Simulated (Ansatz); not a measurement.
Ansatz (a first-principles code) input:

Ansatz 0.2 input:
```yaml
crystal:
  periodic: [false, false, false]
  atoms:
    - {symbol: O, position_ang: [-1.18193909, 0.12419927, 0.04166053]}
    - {symbol: C, position_ang: [0.00451258, -0.48234218, -0.21664706]}
    - {symbol: O, position_ang: [1.07859303, 0.30309383, 0.15369257]}
    - {symbol: H, position_ang: [-1.09182934, 1.06589480, -0.15697551]}
    - {symbol: H, position_ang: [0.00945295, -1.51938819, 0.11899586]}
    - {symbol: H, position_ang: [1.88206938, -0.07079834, -0.22496291]}
basis:
  gaussian:
    orbitals: def2-TZVPD
hamiltonian:
  xc: {name: revPBE}
magnetization: {spin_polarized: true, initial_magnetization: 1}
output: {forces: true}
```

Q: Predict the final energy.

A: -190.32094 Eh (revPBE/def2-TZVPD). The basis has 144 functions.

It need not be the lowest isomer of its formula.
